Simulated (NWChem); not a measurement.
The numbers come from NWChem runs, not from measurements. System: H$_{4}$Si$_{2}$, charge 0, spin multiplicity 1, at a geometry optimised with PBE/def2-SVP. The structure started from a generated list of species. Level: G0W0@PBE0/def2-TZVP, RI basis def2-tzvp-rifit.

Input file:

```
start mol
memory heap 200 mb stack 700 mb global 1700 mb
geometry units angstroms nocenter noautoz noautosym
  Si    -0.113244     1.015678     0.844423
  H     -0.380260     1.874054    -0.416877
  Si     0.126183    -0.870634    -0.611560
  H      0.847144    -0.632545    -1.916346
  H     -1.328899    -1.152083    -0.949207
  H      0.680877    -2.120047     0.022349
end
basis spherical
  * library def2-tzvp
end
basis "ri basis" bse spherical
  * library def2-tzvp-rifit
end
dft
  xc pbe0
  iterations 100
  direct
  tolerances tight
end
task dft energy
gw
  states alpha occ 4 vir 2
end
task dft gw
```

Output (cleaned and shortened):

```
             Northwest Computational Chemistry Package (NWChem) 7.3.0
             --------------------------------------------------------

                                NWChem Input Module
                                -------------------

 Scaling coordinates for geometry "geometry" by  1.889725989
 (inverse scale =  0.529177249)

                             Geometry "geometry" -> ""
                             -------------------------

 Output coordinates in angstroms (scale by  1.889725989 to convert to a.u.)

  No.       Tag          Charge          X              Y              Z
 ---- ---------------- ---------- -------------- -------------- --------------
    1 Si                  14.0000    -0.11324400     1.01567800     0.84442300
    2 H                    1.0000    -0.38026000     1.87405400    -0.41687700
    3 Si                  14.0000     0.12618300    -0.87063400    -0.61156000
    4 H                    1.0000     0.84714400    -0.63254500    -1.91634600
    5 H                    1.0000    -1.32889900    -1.15208300    -0.94920700
    6 H                    1.0000     0.68087700    -2.12004700     0.02234900

 Effective nuclear repulsion energy (a.u.)      73.3921052106

            Nuclear Dipole moment (a.u.)
            ----------------------------
        X                 Y               Z
 ---------------- ---------------- ----------------
     0.0000151178    -0.0000094486     0.0000018897


 Summary of "ao basis" -> "" (spherical)
 ------------------------------------------------------------------------------
       Tag                 Description            Shells   Functions and Types
 ---------------- ------------------------------  ------  ---------------------
 *                         def2-tzvp                  on all atoms

 new library libraries.bse/

 Summary of "ri basis" -> "" (spherical)
 ------------------------------------------------------------------------------
       Tag                 Description            Shells   Functions and Types
 ---------------- ------------------------------  ------  ---------------------
 *                      def2-tzvp-rifit               on all atoms

                                 NWChem DFT Module
                                 -----------------

 Summary of "ao basis" -> "ao basis" (spherical)
 ------------------------------------------------------------------------------
       Tag                 Description            Shells   Functions and Types
 ---------------- ------------------------------  ------  ---------------------
 Si                        def2-tzvp                13       37   5s5p2d1f
 H                         def2-tzvp                 4        6   3s1p

 Summary of "ao basis" -> "ao basis" (spherical)
 ------------------------------------------------------------------------------
       Tag                 Description            Shells   Functions and Types
 ---------------- ------------------------------  ------  ---------------------
 Si                        def2-tzvp                13       37   5s5p2d1f
 H                         def2-tzvp                 4        6   3s1p

            General Information
            -------------------
          SCF calculation type: DFT
          Wavefunction type:  closed shell.
          No. of atoms     :     6
          No. of electrons :    32
           Alpha electrons :    16
            Beta electrons :    16
          Charge           :     0
          Spin multiplicity:     1
          Use of symmetry is: off; symmetry adaption is: off
          Maximum number of iterations: 100
          This is a Direct SCF calculation.
          AO basis - number of functions:    98
                     number of shells:    42
          Convergence on energy requested:  1.00D-06
          Convergence on density requested:  1.00D-05
          Convergence on gradient requested:  5.00D-04

              XC Information
              --------------
                         PBE0 Method XC Functional
                     Hartree-Fock (Exact) Exchange  0.250
          PerdewBurkeErnzerhof Exchange Functional  0.750
            Perdew 1991 LDA Correlation Functional  1.000 local
           PerdewBurkeErnz. Correlation Functional  1.000 non-local

             Grid Information
             ----------------
          Grid used for XC integration:  medium
          Radial quadrature: Mura-Knowles
          Angular quadrature: Lebedev.
          Tag              B.-S. Rad. Rad. Pts. Rad. Cut. Ang. Pts.
          ---              ---------- --------- --------- ---------
          Si                  1.10       88          10.0       590
          H                   0.35       45          11.0       434
          Grid pruning is: on
          Number of quadrature shells:   356
          Spatial weights used:  Erf1

          Convergence Information
          -----------------------
          Convergence aids based upon iterative change in
          total energy or number of iterations.
          Levelshifting, if invoked, occurs when the
          HOMO/LUMO gap drops below (HL_TOL):  1.00D-02
          DIIS, if invoked, will attempt to extrapolate
          using up to (NFOCK): 10 stored Fock matrices.

                    Damping( 0%)  Levelshifting(0.5)       DIIS
                  --------------- ------------------- ---------------
          dE  on:    start            ASAP                start
          dE off:    2 iters        100 iters           100 iters

      Screening Tolerance Information
      -------------------------------
          Density screening/tol_rho:  1.00D-10
          AO Gaussian exp screening on grid/accAOfunc:  14
          CD Gaussian exp screening on grid/accCDfunc:  20
          XC Gaussian exp screening on grid/accXCfunc:  20
          Schwarz screening/accCoul:  1.00D-08

      Superposition of Atomic Density Guess
      -------------------------------------

 Sum of atomic energies:        -579.67005780

      Non-variational initial energy
      ------------------------------

 Total energy =    -579.940328
 1-e energy   =    -949.058284
 2-e energy   =     295.725851
 HOMO         =      -0.218078
 LUMO         =      -0.100004

   convergence    iter        energy       DeltaE   RMS-Dens  Diis-err    time
 ---------------- ----- ----------------- --------- --------- ---------  ------
 d= 0,ls=0.0,diis     1   -581.0472207452 -6.54D+02  4.93D-03  3.96D-01     1.5
 d= 0,ls=0.0,diis     2   -581.0664703255 -1.92D-02  2.80D-03  1.85D-02     2.5
 d= 0,ls=0.0,diis     3   -581.0686767332 -2.21D-03  9.87D-04  1.01D-02     3.5
 d= 0,ls=0.0,diis     4   -581.0705257134 -1.85D-03  7.47D-05  4.60D-05     4.5
 d= 0,ls=0.0,diis     5   -581.0705333466 -7.63D-06  2.18D-05  4.80D-06     5.5
 d= 0,ls=0.0,diis     6   -581.0705342681 -9.22D-07  4.71D-06  2.38D-07     6.5

         Total DFT energy =     -581.070534268123
      One electron energy =     -950.841787140478
           Coulomb energy =      339.340395176939
    Exchange-Corr. energy =      -42.961247515186
 Nuclear repulsion energy =       73.392105210602

 Numeric. integr. density =       31.999987852944

     Total iterative time =      6.1s

                       DFT Final Molecular Orbital Analysis
                       ------------------------------------

 Vector   14  Occ=2.000000D+00  E=-3.578127D-01
              MO Center= -2.6D-01, -1.3D+00, -5.1D-01, r^2= 2.4D+00
   Bfn.  Coefficient  Atom+Function         Bfn.  Coefficient  Atom+Function
  ----- ------------  ---------------      ----- ------------  ---------------
    58      0.270147  3 Si px                88     -0.239838  5 H  s
    94      0.203701  6 H  s                 89     -0.148146  5 H  s
    87     -0.145262  5 H  s                 93      0.123718  6 H  s
    60      0.121235  3 Si pz                95      0.121246  6 H  s
    49     -0.108199  3 Si px                55      0.100132  3 Si px

 Vector   15  Occ=2.000000D+00  E=-3.062810D-01
              MO Center= -4.2D-02,  5.0D-01,  1.7D-01, r^2= 3.4D+00
   Bfn.  Coefficient  Atom+Function         Bfn.  Coefficient  Atom+Function
  ----- ------------  ---------------      ----- ------------  ---------------
    16      0.277833  1 Si py                39      0.221276  2 H  s
    59     -0.195078  3 Si py                40      0.191684  2 H  s
     4     -0.170722  1 Si s                  5     -0.162407  1 Si s
    17     -0.138151  1 Si pz                38      0.134851  2 H  s
    94      0.127630  6 H  s                 19      0.104374  1 Si py

 Vector   16  Occ=2.000000D+00  E=-2.464622D-01
              MO Center= -8.3D-02,  7.1D-01,  6.6D-01, r^2= 3.5D+00
   Bfn.  Coefficient  Atom+Function         Bfn.  Coefficient  Atom+Function
  ----- ------------  ---------------      ----- ------------  ---------------
    17      0.338904  1 Si pz                 5      0.334206  1 Si s
     4      0.285227  1 Si s                 20      0.214091  1 Si pz
    59     -0.184638  3 Si py                 3     -0.164194  1 Si s
    16      0.163628  1 Si py                60     -0.160139  3 Si pz
     8     -0.119347  1 Si pz                48     -0.116583  3 Si s

 Vector   17  Occ=0.000000D+00  E=-1.232581D-01
              MO Center= -8.6D-02,  8.6D-01,  6.8D-01, r^2= 3.1D+00
   Bfn.  Coefficient  Atom+Function         Bfn.  Coefficient  Atom+Function
  ----- ------------  ---------------      ----- ------------  ---------------
    15      0.456944  1 Si px                18      0.449797  1 Si px
     6     -0.152768  1 Si px                12      0.145778  1 Si px
    89      0.141732  5 H  s                 16      0.118696  1 Si py
    19      0.113843  1 Si py                83     -0.091086  4 H  s
    88      0.078002  5 H  s                  9     -0.073968  1 Si px

 Vector   18  Occ=0.000000D+00  E= 6.094569D-03
              MO Center= -3.0D-02,  4.0D-01,  3.2D-01, r^2= 6.5D+00
   Bfn.  Coefficient  Atom+Function         Bfn.  Coefficient  Atom+Function
  ----- ------------  ---------------      ----- ------------  ---------------
    48      1.265463  3 Si s                 19      0.994637  1 Si py
    62      0.650016  3 Si py                40     -0.545166  2 H  s
     5     -0.517719  1 Si s                 83     -0.474707  4 H  s
    63      0.337921  3 Si pz                18     -0.332071  1 Si px
    61      0.317742  3 Si px                16      0.314266  1 Si py

 Vector   19  Occ=0.000000D+00  E= 2.965260D-02
              MO Center=  3.9D-02, -2.1D-01, -4.3D-02, r^2= 6.2D+00
   Bfn.  Coefficient  Atom+Function         Bfn.  Coefficient  Atom+Function
  ----- ------------  ---------------      ----- ------------  ---------------
     5      1.319970  1 Si s                 40     -1.042510  2 H  s
    63     -1.004385  3 Si pz                20     -0.812156  1 Si pz
    83     -0.661319  4 H  s                 89     -0.652224  5 H  s
    62     -0.577046  3 Si py                 4      0.262242  1 Si s
    61     -0.228213  3 Si px                17     -0.222413  1 Si pz

 center of mass
 --------------
 x =   0.00565288 y =   0.06336481 z =   0.10173024

 moments of inertia (a.u.)
 ------------------
         338.658077647788          26.666884900175          17.975558191433
          26.666884900175         139.068553093804        -143.811435027919
          17.975558191433        -143.811435027919         227.584583763739

     Multipole analysis of the density
     ---------------------------------

     L   x y z        total         alpha         beta         nuclear
     -   - - -        -----         -----         ----         -------
     0   0 0 0     -0.000000    -16.000000    -16.000000     32.000000

     1   1 0 0      0.075372      0.037678      0.037678      0.000015
     1   0 1 0      0.111608      0.055809      0.055809     -0.000009
     1   0 0 1      0.024009      0.012003      0.012003      0.000002

     2   2 0 0    -20.504777    -16.491512    -16.491512     12.478247
     2   1 1 0      0.655300      8.021999      8.021999    -15.388698
     2   1 0 1     -0.065498      4.622852      4.622852     -9.311202
     2   0 2 0    -23.501808    -73.866999    -73.866999    124.232189
     2   0 1 1     -0.674540    -37.723822    -37.723822     74.773103
     2   0 0 2    -24.358388    -47.829921    -47.829921     71.301454

 Task  times  cpu:        6.5s     wall:        6.5s

                                NWChem Input Module
                                -------------------

                                 NWChem GW Module
                                 ----------------

                             ***********************
                             ***        GW       ***
                             ***********************

 Summary of "ri basis" -> "ri basis" (spherical)
 ------------------------------------------------------------------------------
       Tag                 Description            Shells   Functions and Types
 ---------------- ------------------------------  ------  ---------------------
 Si                     def2-tzvp-rifit             29      113   9s7p6d5f2g
 H                      def2-tzvp-rifit              7       15   4s2p1d

                 Memory Information
                 ------------------
          Available GA per process is          1699.9 MBs
          Available stack per process is        700.0 MBs
          Available heap per process is           0.0 MBs

          Peak memory in Initialization
              Peak GA per process is                  4.5 MBs
              Peak stack per process is               0.1 MBs
              Peak heap per process is                4.9 MBs
              Memory not in MA per process            0.0 MBs

          Peak memory in AFF Calculation
              Peak GA per process is                 19.8 MBs
              Peak stack per process is              13.1 MBs
              Peak heap per process is                0.0 MBs
              Memory not in MA per process           13.1 MBs

          Computing 2-center integrals
          Computing Inverse Cholesky factor
          Computing 3-center integrals
          Computing V_xc ...

          Computing Sigma_x
          Computing RPA polarizability
          Solving quasiparticle equations

                  Alpha Orbitals
          State     Energy (eV)     Error (eV)
          -----------------------------------
@GW        13        -11.913           0.005
@GW        14        -11.826           0.005
@GW        15        -10.380           0.004
@GW        16         -8.642           0.004
@GW        17         -1.409           0.004
@GW        18          1.929           0.004

   Applying  -1.9350 eV scissor-shift to rest of particle states

   Applying   1.9450 eV scissor-shift to rest of hole states

     GW Timing Statistics
   ------------------------
   Init.   :          0.0s
     ERIs  :          0.5s
     Distr.:          0.0s
     Vxc   :          1.0s
   Sigma_x :          0.0s
   RPA     :          0.4s
   Wmn     :          0.0s
   Sigma_c :          0.0s
   GW total:          1.9s

 Task  times  cpu:        1.9s     wall:        1.9s

 Total times  cpu:        8.4s     wall:        8.4s
```
